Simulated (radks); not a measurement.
Q: The terbium ion Tb3+, 62 electrons, occupied as [Xe] 4f8 (the NIST ground configuration). All-electron calculation, Dirac Kohn-Sham, exchange-only PBE, spin-unpolarised, spherical densities, point nucleus; open shells fill j = l - 1/2 first. Program: a radial shooting solver on a logarithmic mesh with Libxc functionals. Some entries of the table are withheld. Estimate them.

| orbital | occ. | eigenvalue (Ry) | <1/r> (bohr^-1) |
|---|---|---|---|
| 1s1/2 | 2 | -3809.984 | 73.13 |
| 2s1/2 | 2 | -633.1181 | 17.48 |
| 2p1/2 | 2 | -601.7160 | 17.45 |
| 2p3/2 | 4 | -546.8382 | 15.35 |
| 3s1/2 | 2 | -142.1970 | 6.377 |
| 3p1/2 | 2 | -128.5551 | 6.292 |
| 3p3/2 | 4 | -117.2288 | 5.759 |
| 3d3/2 | 4 | -93.74657 | 5.639 |
| 3d5/2 | 6 | -91.27578 | 5.507 |
| 4s1/2 | 2 | -29.97635 | 2.667 |
| 4p1/2 | 2 | -24.63142 | 2.560 |
| 4p3/2 | 4 | -22.10082 | 2.378 |
| 4d3/2 | 4 | (1) | 2.160 |
| 4d5/2 | 6 | (2) | 2.115 |
| 5s1/2 | 2 | -5.51082 | 1.026 |
| 5p1/2 | 2 | -4.02591 | 0.9104 |
| 5p3/2 | 4 | -3.67295 | 0.8481 |
| 4f5/2 | 6 | -2.43328 | (3) |
| 4f7/2 | 2 | -2.37102 | (4) |
| 5d3/2 | 0 | (5) | 0.5893 |
| 5d5/2 | 0 | (6) | 0.5775 |
| 6s1/2 | 0 | -1.65684 | 0.4115 |

A: 
(1) 4d3/2 eigenvalue (Ry): -13.30103
(2) 4d5/2 eigenvalue (Ry): -12.84251
(3) 4f5/2 <1/r> (bohr^-1): 1.583
(4) 4f7/2 <1/r> (bohr^-1): 1.563
(5) 5d3/2 eigenvalue (Ry): -1.77328
(6) 5d5/2 eigenvalue (Ry): -1.74119
